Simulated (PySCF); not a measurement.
A species of formula Si4H10 has this rotational fingerprint, computed with PBE0-D3(BJ)/def2-TZVP geometry optimisation, gas phase in PySCF 2.14.0:

- Rotational constants: A = 3214, B = 1212, C = 974.1 MHz
- Dipole components: |μa| = 0.00 D, |μb| = 0.12 D, |μc| = 0.00 D
- Inertial defect: -55.42 u·Å²
- κ: -0.79

**Question.** Which candidate fits, each taken in the one conformer that was computed?
A. `[SiH3][SiH]([SiH3])[SiH3]`
B. `[SiH3:1][SiH2:2][SiH2:3][SiH3:4]` with Si1–Si2–Si3–Si4 57°

**Answer.** B. It is [SiH3][SiH2][SiH2][SiH3], an asymmetric top, point group C2. The candidates at the same level (rigid rotor, commonest isotopes):

```tsv
SMILES	A (MHz)	B (MHz)	C (MHz)	μa (D)	μb (D)	μc (D)	Δ (u·Å²)	point group	rotor
[SiH3][SiH2][SiH2][SiH3]	3214	1212	974.1	0.00	0.12	0.00	-55.42	C2	asymmetric top
[SiH3][SiH]([SiH3])[SiH3]	1891	1886	1045	0.00	0.00	0.16	-51.78	C3v	oblate symmetric top
```

`[SiH3][SiH]([SiH3])[SiH3]` has B 56 % too high. In the right answer the symmetry axis of this C2 structure is b, so μa and μc vanish by symmetry. No structure here is proved a minimum.
